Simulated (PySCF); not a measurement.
ITl, charge +1, doublet, geometry from GFN2-xTB (such geometries of metal compounds can be far from the true shape) (a state made from the parent by changing its charge; the spin is typed, not shown lowest) (core potentials on I, Tl), with bond 2-1 at 1.6 times its length; HF/def2-SVP run with PySCF.

Input for PySCF:
```python
from pyscf import gto, scf

mol = gto.Mole()
mol.atom = '''
    Tl   -0.00000000   -0.00000000   -1.39728021
    I     0.00000000    0.00000000    4.25511371
'''
mol.basis = 'def2-svp'
mol.ecp = {'I': 'def2-svp', 'Tl': 'def2-svp'}
mol.charge = 1
mol.spin = 1
mol.verbose = 4
mol.build()

mf = scf.UHF(mol)
mf = mf.newton()
mf.kernel()
mf.analyze()
```

The log (banner, timings and long lists left out):

```
PySCF version 2.14.0

[INPUT] verbose = 4
[INPUT] num. atoms = 2
[INPUT] num. electrons = 45
[INPUT] charge = 1
[INPUT] spin (= nelec alpha-beta = 2S) = 1
[INPUT] symmetry False subgroup None
[INPUT] Mole.unit = angstrom
[INPUT] Symbol           X                Y                Z      unit          X                Y                Z       unit  Magmom
[...]
nuclear repulsion = 49.1505085570894
number of shells = 20
number of NR pGTOs = 122
number of NR cGTOs = 52
basis = def2-svp
ecp = {'I': 'def2-svp', 'Tl': 'def2-svp'}

******** <class 'pyscf.soscf.newton_ah.SecondOrderUHF'> ********
method = SecondOrderUHF
initial guess = minao
damping factor = 0
level_shift factor = 0
DIIS = <class 'pyscf.scf.diis.CDIIS'>
diis_start_cycle = 1
diis_space = 8
diis_damp = 0
SCF conv_tol = 1e-09
SCF conv_tol_grad = None
SCF max_cycles = 50
direct_scf = True
direct_scf_tol = 1e-13
number electrons alpha = 23  beta = 22
******** <class 'pyscf.scf.uhf.UHF'> Newton solver flags ********
SCF tol = 1e-09
conv_tol_grad = None
max. SCF cycles = 50
direct_scf = True
direct_scf_tol = 1e-13
max_cycle_inner = 12
max_stepsize = 0.05
ah_start_tol = 1e+09
ah_level_shift = 0
ah_conv_tol = 1e-12
ah_lindep = 1e-14
ah_start_cycle = 1
ah_max_cycle = 40
ah_grad_trust_region = 2.5
kf_interval = 4
kf_trust_region = 5
canonicalization = True
Set conv_tol_grad to 3.16228e-05

Initial guess E= -466.522404044566  |g|= 1.59821
macro= 0  E= -467.27388410335  delta_E= -0.75148  |g|= 1.5882  2 KF 14 JK
macro= 1  E= -467.731398778473  delta_E= -0.457515  |g|= 1.1162  2 KF 14 JK
macro= 2  E= -467.975443735922  delta_E= -0.244045  |g|= 0.387245  3 KF 14 JK
macro= 3  E= -467.977919819819  delta_E= -0.00247608  |g|= 1.40249e-05  4 KF 14 JK
macro= 4  E= -467.97791981982  delta_E= -3.41061e-13  |g|= 5.8482e-06  1 KF 2 JK
Canonicalize SCF orbitals
macro X = 5  E=-467.97791981982  |g|= 5.8482e-06  total 13 KF 64 JK
converged SCF energy = -467.97791981982  <S^2> = 0.75577162  2S+1 = 2.0057633
**** SCF Summaries ****
Total Energy =                        -467.977919819819533
Nuclear Repulsion Energy =              49.150508557089388
One-electron Energy =                 -909.341196733108518
Two-electron Energy =                  392.212768356199661
Two-electron Coulomb Energy =          427.202667078523234
DFT Exchange-Correlation Energy =      -34.989898722323574
**** MO energy ****
                             alpha | beta                alpha | beta
[...]
spin_pop of  0 Tl 5s       -0.00000
spin_pop of  0 Tl 6s        0.00000
spin_pop of  0 Tl 7s        0.00028
spin_pop of  0 Tl 8s        0.00020
spin_pop of  0 Tl 5px      -0.00000
spin_pop of  0 Tl 5py      -0.00000
spin_pop of  0 Tl 5pz       0.00018
spin_pop of  0 Tl 6px      -0.00000
spin_pop of  0 Tl 6py      -0.00000
spin_pop of  0 Tl 6pz       0.00014
spin_pop of  0 Tl 7px       0.00000
spin_pop of  0 Tl 7py       0.00000
spin_pop of  0 Tl 7pz       0.00036
spin_pop of  0 Tl 8px      -0.00000
spin_pop of  0 Tl 8py      -0.00000
spin_pop of  0 Tl 8pz       0.00183
spin_pop of  0 Tl 5dxy      0.00002
spin_pop of  0 Tl 5dyz     -0.00000
spin_pop of  0 Tl 5dz^2    -0.00000
spin_pop of  0 Tl 5dxz     -0.00000
spin_pop of  0 Tl 5dx2-y2   -0.00000
spin_pop of  0 Tl 6dxy      0.00001
spin_pop of  0 Tl 6dyz      0.00000
spin_pop of  0 Tl 6dz^2     0.00000
spin_pop of  0 Tl 6dxz      0.00000
spin_pop of  0 Tl 6dx2-y2    0.00000
spin_pop of  1 I 4s       -0.00005
spin_pop of  1 I 5s        0.00052
spin_pop of  1 I 6s       -0.00010
spin_pop of  1 I 7s        0.00024
spin_pop of  1 I 4px       0.00197
spin_pop of  1 I 4py       0.00021
spin_pop of  1 I 4pz       0.00021
spin_pop of  1 I 5px       0.05996
spin_pop of  1 I 5py       0.00002
spin_pop of  1 I 5pz       0.00002
spin_pop of  1 I 6px       0.04149
spin_pop of  1 I 6py      -0.00012
spin_pop of  1 I 6pz      -0.00012
spin_pop of  1 I 7px       0.89308
spin_pop of  1 I 7py      -0.00006
spin_pop of  1 I 7pz      -0.00006
spin_pop of  1 I 4dxy     -0.00429
spin_pop of  1 I 4dyz     -0.00544
spin_pop of  1 I 4dz^2    -0.00429
spin_pop of  1 I 4dxz     -0.00055
spin_pop of  1 I 4dx2-y2    0.00005
spin_pop of  1 I 5dxy      0.00426
spin_pop of  1 I 5dyz      0.00529
spin_pop of  1 I 5dz^2     0.00426
spin_pop of  1 I 5dxz      0.00055
spin_pop of  1 I 5dx2-y2   -0.00005
In total            23.00000 | 22.00000

WARN: System has nonzero charge 1; the dipole moment is origin-dependent.
Location of origin: [0. 0. 0.]

Dipole moment(X, Y, Z, Debye): -0.00000, -0.00000, -6.35969
```
